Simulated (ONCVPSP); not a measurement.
# Pseudopotential generation for Ti: ONCV, PBE, fully relativistic.

The input file (ONCVPSP 4.0.1):

```
# ATOM AND REFERENCE CONFIGURATION
# atsym  z   nc   nv     iexc    psfile
  Ti 22.00    3    3        4      upf
#
#   n    l    f
    1    0    2.00
    2    0    2.00
    2    1    6.00
    3    0    2.00
    3    1    6.00
    3    2    1.00
#
# PSEUDOPOTENTIAL AND OPTIMIZATION
# lmax
    2
#
#   l,   rc,      ep,       ncon, nbas, qcut
    0    1.10    0.00    3    7    5.20
    1    1.70    0.00    3    7    7.90
    2    1.10    0.00    4    8   14.70
#
# LOCAL POTENTIAL
# lloc, lpopt,  rc(5),   dvloc0
    2    5    1.10    0.00
#
# VANDERBILT-KLEINMAN-BYLANDER PROJECTORs
# l, nproj, debl
    0    2    1.40
    1    3    3.20
    2    0    3.20
#
# MODEL CORE CHARGE
# icmod, fcfact, rcfact
    2    0.70    1.00
#
# LOG DERIVATIVE ANALYSIS
# epsh1, epsh2, depsh
   -5.00    5.00    0.04
#
# OUTPUT GRID
# rlmax, drl
    6.00    0.01
#
# TEST CONFIGURATIONS
# ncnf
    4
# nvcnf
#   n    l    f
    4
    3    0    2.00
    3    1    6.00
    3    2    2.00
    4    0    2.00
#
    4
    3    0    2.00
    3    1    6.00
    3    2    2.00
    4    0    1.00
#
    3
    3    0    2.00
    3    1    6.00
    3    2    2.00
#
    5
    3    0    2.00
    3    1    6.00
    3    2    2.00
    4    0    1.00
    4    1    1.00
#
```

Command:

```bash
oncvpspr.x < Ti.dat > Ti.out
```

Output (shortened: citation, most of the input echo, consistency checks and plot data are left out):

```
ONCVPSP  (Optimized Norm-Conservinng Vanderbilt PSeudopotential)
relativistic version 4.0.1

#   n    l    f        energy (Ha)
    1    0    2.00    -1.8012993D+02
    2    0    2.00    -2.0977048D+01
    2    1    6.00    -1.7499278D+01    -1.7711341D+01
    3    0    2.00    -3.4923665D+00
    3    1    6.00    -2.5975931D+00    -2.6229874D+00
    3    2    1.00    -1.2739337D+00    -1.2762564D+00

Reference configufation results
  iterations    22
  all-electron total energy (Ha)   -8.51813955D+02

Begin loop to  construct optimized pseudo wave functions
and semi-local pseudopoentials for all angular momenta

WARNING wellstate: negative energy specified for n= 4 l=  0
WARNING scattering state with energy  0.25000000
WARNING will be used for the first projector

   Wellstate for l =  0  n =  6 kap= -1
     eigenvalue =   0.2500
     asymptotic potential =   0.7500
     half-point radius =  5.4647

Calculating optimized projector #   1

 for l=   0

    Fraction of norm inside rc  0.661216
    Optimizing pswf for qcut=   5.19 a_B^-1,  ecut=  13.49 Ha
    Residual kinetic energy error=  2.42D-02 Ha

    Energy error per electron        Cutoff
         Ha          eV             Ha
         0.01000     0.27211       30.29
         0.00100     0.02721      112.60

Calculating optimized projector #   2

 for l=   0

    Fraction of norm inside rc  0.018588
    Optimizing pswf for qcut=   5.19 a_B^-1,  ecut=  13.49 Ha
    Residual kinetic energy error=  4.15D-03 Ha

    Energy error per electron        Cutoff
         Ha          eV             Ha
         0.01000     0.27211        5.89
         0.00100     0.02721       19.73
         0.00010     0.00272       68.33
         0.00001     0.00027      126.72

   Wellstate for l =  1  n =  6 kap= -2
     eigenvalue =   0.6024
     asymptotic potential =   1.1024
     half-point radius =  4.9088

   Wellstate for l =  1  n =  7 kap= -2
     eigenvalue =   3.8024
     asymptotic potential =   4.3024
     half-point radius =  3.4092

Calculating optimized projector #   1

 for l=   1

    Fraction of norm inside rc  0.924391
    Optimizing pswf for qcut=   7.89 a_B^-1,  ecut=  31.11 Ha
    Residual kinetic energy error=  1.34D-07 Ha

    Energy error per electron        Cutoff
         Ha          eV             Ha
         0.01000     0.27211       15.10
         0.00100     0.02721       19.49
         0.00010     0.00272       23.33
         0.00001     0.00027       26.30

Calculating optimized projector #   2

 for l=   1

    Fraction of norm inside rc  0.049008
    Optimizing pswf for qcut=   7.89 a_B^-1,  ecut=  31.11 Ha
    Residual kinetic energy error=  6.17D-08 Ha

    Energy error per electron        Cutoff
         Ha          eV             Ha
         0.01000     0.27211       12.01
         0.00100     0.02721       17.07
         0.00010     0.00272       21.59
         0.00001     0.00027       25.08

Calculating optimized projector #   3

 for l=   1

    Fraction of norm inside rc  0.051428
    Optimizing pswf for qcut=   7.89 a_B^-1,  ecut=  31.11 Ha
    Residual kinetic energy error=  3.01D-07 Ha

    Energy error per electron        Cutoff
         Ha          eV             Ha
         0.01000     0.27211       14.88
         0.00100     0.02721       20.13
         0.00010     0.00272       24.15
         0.00001     0.00027       27.03

   Wellstate for l =  1  n =  6 kap=  1
     eigenvalue =   0.5770

   Wellstate for l =  1  n =  7 kap=  1
     eigenvalue =   3.8005

Calculating optimized projector #   1

 for l=   1

    Fraction of norm inside rc  0.927030
    Optimizing pswf for qcut=   7.89 a_B^-1,  ecut=  31.11 Ha
    Residual kinetic energy error=  1.56D-07 Ha

    Energy error per electron        Cutoff
         Ha          eV             Ha
         0.01000     0.27211       15.21
         0.00100     0.02721       19.67
         0.00010     0.00272       23.49
         0.00001     0.00027       26.45

Calculating optimized projector #   2

 for l=   1

    Fraction of norm inside rc  0.049640
    Optimizing pswf for qcut=   7.89 a_B^-1,  ecut=  31.11 Ha
    Residual kinetic energy error=  8.03D-08 Ha

    Energy error per electron        Cutoff
         Ha          eV             Ha
         0.01000     0.27211       12.18
         0.00100     0.02721       17.28
         0.00010     0.00272       21.78
         0.00001     0.00027       25.29

Calculating optimized projector #   3

 for l=   1

    Fraction of norm inside rc  0.051647
    Optimizing pswf for qcut=   7.89 a_B^-1,  ecut=  31.11 Ha
    Residual kinetic energy error=  3.54D-07 Ha

    Energy error per electron        Cutoff
         Ha          eV             Ha
         0.01000     0.27211       15.08
         0.00100     0.02721       20.38
         0.00010     0.00272       24.42
         0.00001     0.00027       27.34

Calculating optimized projector #   1

 for l=   2

    Fraction of norm inside rc  0.467052
    Optimizing pswf for qcut=  14.71 a_B^-1,  ecut= 108.19 Ha
    Residual kinetic energy error=  1.99D-07 Ha

    Energy error per electron        Cutoff
         Ha          eV             Ha
         0.01000     0.27211       56.43
         0.00100     0.02721       72.14
         0.00010     0.00272       84.65
         0.00001     0.00027       94.30

Calculating optimized projector #   1

 for l=   2

    Fraction of norm inside rc  0.468546
    Optimizing pswf for qcut=  14.71 a_B^-1,  ecut= 108.19 Ha
    Residual kinetic energy error=  2.02D-07 Ha

    Energy error per electron        Cutoff
         Ha          eV             Ha
         0.01000     0.27211       56.53
         0.00100     0.02721       72.21
         0.00010     0.00272       84.71
         0.00001     0.00027       94.35

Construct Vanderbilt / Kleinmman-Bylander projectors

B matrix Hermiticity error, ll=  0  kap= -1
   1   2    2.3470D-04

  Orthonormal projector coefficients  2.3004E+01  5.9821E+00

B matrix Hermiticity error, ll=  1  kap= -2
   1   2    1.6858D-04
   1   3   -2.7566D-04
   2   3    7.5308D-05

  Orthonormal projector coefficients  1.4070E+01  2.6598E+00  8.5415E-02

B matrix Hermiticity error, ll=  1  kap=  1
   1   2    1.7071D-04
   1   3   -2.7935D-04
   2   3    7.5921D-05

  Orthonormal projector coefficients  1.4150E+01  2.7780E+00  1.1006E-01

 Orthonormal scalar projector coefficients, l =  1
  1.4096E+01  2.6994E+00  9.3062E-02  6.2389E-04  5.8416E-04  5.3764E-06

 Orthonormal spin-orbit projector coefficients, l =  1
 -2.2144E-01  6.5984E-02  2.5432E-02 -2.2161E-02  4.8288E-03 -1.3959E-03

 Orthonormal scalar projector coefficients, l =  2

 Orthonormal spin-orbit projector coefficients, l =  2

Model core correction analysis
  based on d2Exc/dn_idn_j

d2excae - all-electron derivatives

   -3.336018D-02   -3.091848D-02   -2.457750D-02
   -3.091864D-02   -2.969324D-02   -2.446550D-02
   -2.457772D-02   -2.446558D-02   -2.410644D-02

d2excps - pseudofunction derivatives with no core correction

   -4.794282D-02   -4.198292D-02   -3.521183D-02
   -4.198394D-02   -4.087329D-02   -3.546293D-02
   -3.521274D-02   -3.546308D-02   -3.383011D-02

rms 2nd derivative error    1.127997E-02

amplitude prefactor, scale prefactor
   15.2234    1.1260

d2excps - pseudofunction derivatives with core correction

   -4.087930D-02   -3.995457D-02   -3.341777D-02
   -3.995458D-02   -4.000212D-02   -3.431773D-02
   -3.341805D-02   -3.431795D-02   -3.248972D-02

rms 2nd derivative error    9.109371E-03

Pseudoatom total energy  -56.552279

Diagnostic tests using Vanderbilt-Kleinman-Bylander pseudopotentials
  relativistic with J = L +/- 1/2 projectors

   l  kap   rcore       rmatch      e in        delta e    norm test   slope test

   0  -1   1.1048531   1.1383988  -3.4923665   0.0003391   1.0001352   1.0004074
   0  -1   1.1048531   1.1383988   0.2500000  -0.0000060   1.0005284   1.0005284

   1  -2   1.7098465   1.7617612  -2.5975931   0.0000044   1.0001020   1.0001124
   1   1   1.7098465   1.7617612  -2.6229874   0.0000119   1.0001032   1.0001065
   1  -2   1.7098465   1.7617612   0.6024069   0.0000481   1.0001726   1.0001726
   1   1   1.7098465   1.7617612   0.6004657   0.0000505   1.0001705   1.0001705
   1  -2   1.7098465   1.7617612   3.8024069   0.0000866   1.0003509   1.0003509
   1   1   1.7098465   1.7617612   3.8001025   0.0001177   1.0003454   1.0003454

   2  -3   1.1048531   1.1383988  -1.2739337  -0.0009159   0.9999689   0.9962617
   2   2   1.1048531   1.1383988  -1.2762564   0.0014068   1.0000620   1.0055746

Diagnostic tests using Vanderbilt-Kleinman-Bylander pseudopotentials
  relativistic with scalar and spin-orbit non-local projectors

   l  kap   rcore       rmatch      e in        delta e    norm test   slope test

   0  -1   1.1048531   1.1383988  -3.4923665   0.0003391   1.0001352   1.0004074
   0  -1   1.1048531   1.1383988   0.2500000  -0.0000060   1.0005284   1.0005284

   1  -2   1.7098465   1.7617612  -2.5975931  -0.0002687   1.0001840   1.0000761
   1   1   1.7098465   1.7617612  -2.6229874  -0.0002615   1.0001845   1.0000716
   1  -2   1.7098465   1.7617612   0.6024069  -0.0000309   1.0001574   1.0001574
   1   1   1.7098465   1.7617612   0.6004657  -0.0000259   1.0001567   1.0001567
   1  -2   1.7098465   1.7617612   3.8024069  -0.0000225   1.0003683   1.0003683
   1   1   1.7098465   1.7617612   3.8001025   0.0000061   1.0003634   1.0003634

   2  -3   1.1048531   1.1383988  -1.2739337  -0.0009159   0.9999689   0.9962617
   2   2   1.1048531   1.1383988  -1.2762564   0.0014068   1.0000620   1.0055746

Ghost test for J = L + 1/2

 Testing for bound ghosts
   n   l    E NL Schr. Eq   E Basis Diag.   E Cutoff

   1   0       -3.492027       -3.491618    153.95

   2   1       -2.597589       -2.597569    104.01

 Testing for highly-localized positive-energy ghosts
       l    <radius>/rc     E Basis Diag.   E Cutoff

       0        0.525408        7.058343    153.95  WARNING - GHOST(+)

Ghost test for J = L - 1/2

 Testing for bound ghosts
   n   l    E NL Schr. Eq   E Basis Diag.   E Cutoff

   1   0       -3.492027       -3.491618    153.95

   2   1       -2.622976       -2.622955    104.01

 Testing for highly-localized positive-energy ghosts
       l    <radius>/rc     E Basis Diag.   E Cutoff

       0        0.525408        7.058343    153.95  WARNING - GHOST(+)

Test configuration 0

   n   l kap    f        eae           eps        diff
   1   0  -1  2.0000 -180.12992514
   2   0  -1  2.0000  -20.97704826
   2   1  -2  4.0000  -17.49927823
   2   1   1  2.0000  -17.71134089
   3   0  -1  2.0000   -3.49236654   -3.49202740    3.39E-04
   3   1  -2  4.0000   -2.59759309   -2.59758870    4.39E-06
   3   1   1  2.0000   -2.62298741   -2.62297556    1.19E-05
   3   2  -3  0.6000   -1.27393371   -1.27484959   -9.16E-04
   3   2   2  0.4000   -1.27625643   -1.27484959    1.41E-03

    Total energies and differences
      AE_ref= -8.51813955E+02  AE_tst= -8.51813955E+02  dif=  0.00E+00
      PS_ref= -5.65522785E+01  PS_tst= -5.65522785E+01  dif=  4.26E-14
      PSP excitation error= -4.26E-14

Test configuration 1

   n   l kap    f        eae           eps        diff
   1   0  -1  2.0000 -178.89824096
   2   0  -1  2.0000  -19.72772891
   2   1  -2  4.0000  -16.25143200
   2   1   1  2.0000  -16.46356471
   3   0  -1  2.0000   -2.30136183   -2.29953468    1.83E-03
   3   1  -2  4.0000   -1.41983151   -1.41956882    2.63E-04
   3   1   1  2.0000   -1.44400582   -1.44376854    2.37E-04
   3   2  -3  1.2000   -0.15586641   -0.15675384   -8.87E-04
   3   2   2  0.8000   -0.15756243   -0.15675384    8.09E-04
   4   0  -1  2.0000   -0.16414400   -0.16406339    8.06E-05

    Total energies and differences
      AE_ref= -8.51813955E+02  AE_tst= -8.53573011E+02  dif= -1.76E+00
      PS_ref= -5.65522785E+01  PS_tst= -5.83113067E+01  dif= -1.76E+00
      PSP excitation error= -2.87E-05

Test configuration 2

   n   l kap    f        eae           eps        diff
   1   0  -1  2.0000 -179.16992228
   2   0  -1  2.0000  -19.99390303
   2   1  -2  4.0000  -16.51806908
   2   1   1  2.0000  -16.73023599
   3   0  -1  2.0000   -2.56906886   -2.56729418    1.77E-03
   3   1  -2  4.0000   -1.68777746   -1.68745926    3.18E-04
   3   1   1  2.0000   -1.71192528   -1.71163938    2.86E-04
   3   2  -3  1.2000   -0.41707190   -0.41802280   -9.51E-04
   3   2   2  0.8000   -0.41885695   -0.41802280    8.34E-04
   4   0  -1  1.0000   -0.38036225   -0.38021607    1.46E-04

    Total energies and differences
      AE_ref= -8.51813955E+02  AE_tst= -8.53303013E+02  dif= -1.49E+00
      PS_ref= -5.65522785E+01  PS_tst= -5.80414216E+01  dif= -1.49E+00
      PSP excitation error=  8.48E-05

Test configuration 3

   n   l kap    f        eae           eps        diff
   1   0  -1  2.0000 -179.49536925
   2   0  -1  2.0000  -20.31186915
   2   1  -2  4.0000  -16.83665113
   2   1   1  2.0000  -17.04886584
   3   0  -1  2.0000   -2.88625593   -2.88469608    1.56E-03
   3   1  -2  4.0000   -2.00427122   -2.00393944    3.32E-04
   3   1   1  2.0000   -2.02846689   -2.02817736    2.90E-04
   3   2  -3  1.2000   -0.72248581   -0.72357582   -1.09E-03
   3   2   2  0.8000   -0.72438124   -0.72357582    8.05E-04

    Total energies and differences
      AE_ref= -8.51813955E+02  AE_tst= -8.52804252E+02  dif= -9.90E-01
      PS_ref= -5.65522785E+01  PS_tst= -5.75428342E+01  dif= -9.91E-01
      PSP excitation error=  2.58E-04

Test configuration 4

   n   l kap    f        eae           eps        diff
   1   0  -1  2.0000 -178.94821495
   2   0  -1  2.0000  -19.77546528
   2   1  -2  4.0000  -16.29927636
   2   1   1  2.0000  -16.51141960
   3   0  -1  2.0000   -2.35053303   -2.34882022    1.71E-03
   3   1  -2  4.0000   -1.46895798   -1.46870625    2.52E-04
   3   1   1  2.0000   -1.49312801   -1.49290913    2.19E-04
   3   2  -3  1.2000   -0.20093409   -0.20185090   -9.17E-04
   3   2   2  0.8000   -0.20267522   -0.20185090    8.24E-04
   4   0  -1  1.0000   -0.19196304   -0.19185963    1.03E-04
   4   1  -2  0.6667   -0.07587356   -0.07587147    2.10E-06
   4   1   1  0.3333   -0.07698194   -0.07697809    3.86E-06

    Total energies and differences
      AE_ref= -8.51813955E+02  AE_tst= -8.53459979E+02  dif= -1.65E+00
      PS_ref= -5.65522785E+01  PS_tst= -5.81983726E+01  dif= -1.65E+00
      PSP excitation error=  6.99E-05
```

The run took about 9.2 s on one core of a shared server CPU.
